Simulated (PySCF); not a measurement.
Cl$_{2}$F$_{2}$Si (SMILES F[Si](F)(Cl)Cl), singlet, geometry from GFN2-xTB; B3LYP/6-31G, polarisability by finite fields run with PySCF.

PySCF was given this input:
```python
from pyscf import gto, scf, dft

mol = gto.M(
    atom='''
F    -0.11373978   -1.27746000    1.21638036
Si   -0.03460905   -0.24988417   -0.00145359
F    -0.23580428   -1.24631716   -1.23106127
Cl   -1.55796649    1.00101974    0.09044015
Cl    1.77152080    0.54088454   -0.08147083
''',
    basis='6-31g',
    verbose=4,
)

mf = dft.RKS(mol)
mf.xc = 'b3lyp'
mf.conv_tol = 1e-11
mf.kernel()
h0, z, done = mf.get_hcore(), mol.intor('int1e_r')[2], []
def energy(F):
    f = mf.copy()
    f.scf_summary = {}
    f.get_hcore = lambda *a: h0 + F * z
    e = f.kernel(mf.make_rdm1())
    done.append(f.converged)
    return e
F = 2e-4
alpha = -(energy(F) + energy(-F) - 2 * mf.e_tot) / F**2
print('alpha_zz =', alpha)
```

It wrote (shortened):

```
PySCF version 2.14.0

[INPUT] verbose = 4
[INPUT] num. atoms = 5
[INPUT] num. electrons = 66
[INPUT] charge = 0
[INPUT] spin (= nelec alpha-beta = 2S) = 0
[INPUT] symmetry False subgroup None
[INPUT] Mole.unit = angstrom
[INPUT] Symbol           X                Y                Z      unit          X                Y                Z       unit  Magmom
[...]
nuclear repulsion = 384.955750542941
number of shells = 31
number of NR pGTOs = 182
number of NR cGTOs = 57
basis = 6-31g
ecp = {}

******** <class 'pyscf.dft.rks.RKS'> ********
method = RKS
initial guess = minao
damping factor = 0
level_shift factor = 0
DIIS = <class 'pyscf.scf.diis.CDIIS'>
diis_start_cycle = 1
diis_space = 8
diis_damp = 0
SCF conv_tol = 1e-11
SCF conv_tol_grad = None
SCF max_cycles = 50
direct_scf = True
direct_scf_tol = 1e-13
XC library pyscf.dft.libxc version 7.1.2
    S. Lehtola, C. Steigemann, M. J. T. Oliveira, and M. A. L. Marques,  SoftwareX 7, 1–5 (2018)
XC functionals = b3lyp
    P. J. Stephens, F. J. Devlin, C. F. Chabalowski, and M. J. Frisch,  J. Phys. Chem. 98, 11623 (1994)
radial grids:
    Treutler-Ahlrichs [JCP 102, 346 (1995); DOI:10.1063/1.469408] (M4) radial grids

becke partition: Becke, JCP 88, 2547 (1988); DOI:10.1063/1.454033
pruning grids: <function nwchem_prune>
grids dens level: 3
symmetrized grids: False
atomic radii adjust function: <function treutler_atomic_radii_adjust>
small_rho_cutoff = 0
Set gradient conv threshold to 3.16228e-06
Initial guess from minao.
tot grids = 85464
init E= -1410.38252220693
[...]
cycle= 1 E= -1409.42896258261  delta_E= 0.954  |g|= 0.859  |ddm|= 2.36
[...]
cycle= 2 E= -1409.26407857238  delta_E= 0.165  |g|= 1.37  |ddm|= 2.37
[...]
cycle= 3 E= -1409.59306031576  delta_E= -0.329  |g|= 0.122  |ddm|= 1.31
[...]
cycle= 4 E= -1409.59771080999  delta_E= -0.00465  |g|= 0.0225  |ddm|= 0.221
[...]
cycle= 5 E= -1409.59783115048  delta_E= -0.00012  |g|= 0.00292  |ddm|= 0.0282
[...]
cycle= 6 E= -1409.59783340928  delta_E= -2.26e-06  |g|= 0.00056  |ddm|= 0.00545
[...]
cycle= 7 E= -1409.59783348326  delta_E= -7.4e-08  |g|= 3.68e-05  |ddm|= 0.000787
[...]
cycle= 8 E= -1409.5978334836  delta_E= -3.4e-10  |g|= 4.72e-06  |ddm|= 4.91e-05
[...]
cycle= 9 E= -1409.5978334836  delta_E= -1.82e-12  |g|= 3.64e-06  |ddm|= 5.96e-06
[...]
cycle= 10 E= -1409.5978334836  delta_E= 4.55e-13  |g|= 8.09e-08  |ddm|= 2.83e-06
[...]
Extra cycle  E= -1409.5978334836  delta_E= 4.55e-13  |g|= 1.17e-07  |ddm|= 1.92e-07
converged SCF energy = -1409.5978334836

******** <class 'pyscf.dft.rks.RKS'> ********
method = RKS
initial guess = minao
damping factor = 0
level_shift factor = 0
DIIS = <class 'pyscf.scf.diis.CDIIS'>
diis_start_cycle = 1
diis_space = 8
diis_damp = 0
SCF conv_tol = 1e-11
SCF conv_tol_grad = None
SCF max_cycles = 50
direct_scf = True
direct_scf_tol = 1e-13
XC library pyscf.dft.libxc version 7.1.2
    S. Lehtola, C. Steigemann, M. J. T. Oliveira, and M. A. L. Marques,  SoftwareX 7, 1–5 (2018)
XC functionals = b3lyp
    P. J. Stephens, F. J. Devlin, C. F. Chabalowski, and M. J. Frisch,  J. Phys. Chem. 98, 11623 (1994)
radial grids:
    Treutler-Ahlrichs [JCP 102, 346 (1995); DOI:10.1063/1.469408] (M4) radial grids

becke partition: Becke, JCP 88, 2547 (1988); DOI:10.1063/1.454033
pruning grids: <function nwchem_prune>
grids dens level: 3
symmetrized grids: False
atomic radii adjust function: <function treutler_atomic_radii_adjust>
small_rho_cutoff = 0
Overwritten attributes  get_hcore  of <class 'pyscf.dft.rks.RKS'>
Set gradient conv threshold to 3.16228e-06
init E= -1409.59783417069
[...]
cycle= 1 E= -1409.59783449151  delta_E= -3.21e-07  |g|= 0.000789  |ddm|= 0.00373
[...]
cycle= 2 E= -1409.59783429551  delta_E= 1.96e-07  |g|= 0.00139  |ddm|= 0.00187
[...]
cycle= 3 E= -1409.59783461106  delta_E= -3.16e-07  |g|= 4.34e-05  |ddm|= 0.00101
[...]
cycle= 4 E= -1409.59783461147  delta_E= -4.18e-10  |g|= 8.89e-06  |ddm|= 6.48e-05
[...]
cycle= 5 E= -1409.5978346115  delta_E= -2.36e-11  |g|= 3.54e-07  |ddm|= 1.42e-05
[...]
cycle= 6 E= -1409.5978346115  delta_E= 6.82e-13  |g|= 1.76e-07  |ddm|= 9.52e-07
[...]
Extra cycle  E= -1409.5978346115  delta_E= 1.36e-12  |g|= 2.74e-07  |ddm|= 3.51e-07
converged SCF energy = -1409.5978346115

******** <class 'pyscf.dft.rks.RKS'> ********
method = RKS
initial guess = minao
damping factor = 0
level_shift factor = 0
DIIS = <class 'pyscf.scf.diis.CDIIS'>
diis_start_cycle = 1
diis_space = 8
diis_damp = 0
SCF conv_tol = 1e-11
SCF conv_tol_grad = None
SCF max_cycles = 50
direct_scf = True
direct_scf_tol = 1e-13
XC library pyscf.dft.libxc version 7.1.2
    S. Lehtola, C. Steigemann, M. J. T. Oliveira, and M. A. L. Marques,  SoftwareX 7, 1–5 (2018)
XC functionals = b3lyp
    P. J. Stephens, F. J. Devlin, C. F. Chabalowski, and M. J. Frisch,  J. Phys. Chem. 98, 11623 (1994)
radial grids:
    Treutler-Ahlrichs [JCP 102, 346 (1995); DOI:10.1063/1.469408] (M4) radial grids

becke partition: Becke, JCP 88, 2547 (1988); DOI:10.1063/1.454033
pruning grids: <function nwchem_prune>
grids dens level: 3
symmetrized grids: False
atomic radii adjust function: <function treutler_atomic_radii_adjust>
small_rho_cutoff = 0
Set gradient conv threshold to 3.16228e-06
init E= -1409.59783279651
[...]
cycle= 1 E= -1409.59783311729  delta_E= -3.21e-07  |g|= 0.000789  |ddm|= 0.00373
[...]
cycle= 2 E= -1409.59783292121  delta_E= 1.96e-07  |g|= 0.00139  |ddm|= 0.00187
[...]
cycle= 3 E= -1409.59783323688  delta_E= -3.16e-07  |g|= 4.34e-05  |ddm|= 0.00101
[...]
cycle= 4 E= -1409.5978332373  delta_E= -4.15e-10  |g|= 8.88e-06  |ddm|= 6.48e-05
[...]
cycle= 5 E= -1409.59783323733  delta_E= -3.71e-11  |g|= 3.44e-07  |ddm|= 1.42e-05
[...]
cycle= 6 E= -1409.59783323734  delta_E= -9.09e-13  |g|= 1.14e-07  |ddm|= 9.42e-07
[...]
Extra cycle  E= -1409.59783323733  delta_E= 2.73e-12  |g|= 1.78e-07  |ddm|= 2.31e-07
converged SCF energy = -1409.59783323733
alpha_zz = 22.04083102697041
```
